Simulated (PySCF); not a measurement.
## Single point on KBr

State: ¹Σ⁺ (singlet), closed shell.

An equivalent input (the run itself took its basis sets from the Basis Set Exchange, started from a PBE0 density and held the occupation σ 13α 13β, πx 6α 6β, πy 6α 6β, δx 1α 1β, δy 1α 1β):

```python
from pyscf import gto, scf, cc
mol = gto.M(atom='K 0 0 0; Br 0 0 2.858', basis={'K': 'def2-TZVPP', 'Br': 'def2-TZVPP'},
            charge=0, spin=0, verbose=4, symmetry='C2v')
mf = scf.RHF(mol)
mf.irrep_nelec = {'A1': 28, 'A2': 2, 'B1': 12, 'B2': 12}
mf.conv_tol = 1e-9
mf.max_cycle = 60
mf.diis_space = 10
mf.kernel()
mycc = cc.CCSD(mf, frozen=[0, 1, 2, 3, 4, 5, 6, 7, 8, 9, 10, 11, 12, 13])
mycc.run(conv_tol=1e-7, conv_tol_normt=1e-5, max_cycle=80, diis_space=8)
et = mycc.ccsd_t()
```

The SCF ended at -3171.66148610 hartree. The coupled-cluster part of the log:

```
******** <class 'pyscf.cc.ccsd.CCSD'> ********
CC2 = 0
CCSD nocc = 13, nmo = 67
frozen orbitals [0, 1, 2, 3, 4, 5, 6, 7, 8, 9, 10, 11, 12, 13]
max_cycle = 80
direct = 0
conv_tol = 1e-07
conv_tol_normt = 1e-05
diis_space = 8
diis_start_cycle = 0
diis_start_energy_diff = 1e+09
Init t2, MP2 energy = -3172.10049255598  E_corr(MP2) -0.439006455143921
Init E_corr(CCSD) = -0.439006455144304
cycle = 1  E_corr(CCSD) = -0.447971187781699  dE = -0.00896473264  norm(t1,t2) = 0.0322665
cycle = 2  E_corr(CCSD) = -0.454466048218858  dE = -0.00649486044  norm(t1,t2) = 0.00848268
cycle = 3  E_corr(CCSD) = -0.454941953119797  dE = -0.000475904901  norm(t1,t2) = 0.00387432
cycle = 4  E_corr(CCSD) = -0.45537624723659  dE = -0.000434294117  norm(t1,t2) = 0.00163985
cycle = 5  E_corr(CCSD) = -0.455407923686567  dE = -3.167645e-05  norm(t1,t2) = 0.000852463
cycle = 6  E_corr(CCSD) = -0.455349042999085  dE = 5.88806875e-05  norm(t1,t2) = 0.000379216
cycle = 7  E_corr(CCSD) = -0.455336742681156  dE = 1.23003179e-05  norm(t1,t2) = 8.61816e-05
cycle = 8  E_corr(CCSD) = -0.455343013630252  dE = -6.2709491e-06  norm(t1,t2) = 3.83948e-05
cycle = 9  E_corr(CCSD) = -0.455344887351522  dE = -1.87372127e-06  norm(t1,t2) = 1.15224e-05
cycle = 10  E_corr(CCSD) = -0.45534428695963  dE = 6.00391893e-07  norm(t1,t2) = 4.74229e-06
cycle = 11  E_corr(CCSD) = -0.455344299885691  dE = -1.29260619e-08  norm(t1,t2) = 1.62403e-06
CCSD converged
E(CCSD) = -3172.11683040072  E_corr = -0.4553442998856915
CCSD(T) correction = -0.0110575145689386
```

T1 diagnostic 0.005, D1 0.017, 26 electrons correlated.

Repeating this along the bond gives Re = 2.877 Å and ωe = 216 cm⁻¹.

A point of this curve took 17 CPU seconds beside 0.53 for the integrals, on Arm Neoverse V1 (shared host).

Correlated steps freeze 14 core orbitals.
